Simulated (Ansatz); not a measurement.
K₂Na₆⁺. The state is a doublet with charge 1. Geometry PBE0/def2-SVP; atoms count from 1.

```xyz
8

Na   -0.7167    0.3976   -0.9159
Na   -1.5403   -0.4214    2.4449
Na   -0.6752    2.9112    1.6398
Na    1.9159    0.3131    1.3219
Na    1.7574    2.7987   -1.2501
Na    0.3109   -2.7596    0.2903
K    -3.6717   -2.1592   -0.8726
K     2.6197   -1.0803   -2.6584
```

The structure comes from a short search, and lower isomers may exist.

(1) Estimate the Mulliken populations from the PBE0/def2-TZVP orbitals of Ansatz.

(2) Where does the spin sit?

(3) And the Mayer bond orders between bonded heavy atoms (over 0.3)?

Answers

(1) 
```csv
atom,charge (e),spin (α − β)
Na1,0.29,0.24
Na2,0.06,0.04
Na3,0.04,0.00
Na4,0.10,0.32
Na5,-0.01,0.06
Na6,0.04,0.06
K7,0.24,0.27
K8,0.24,0.01
```
Mulliken values and Mayer orders depend strongly on the basis.

(2) Summed by element: Na 0.72, K 0.28, of 1 unpaired in all. Largest on single atoms: Na4 0.32, K7 0.27, Na1 0.24.

(3) Na2–Na3 0.30 (3.54 Å).
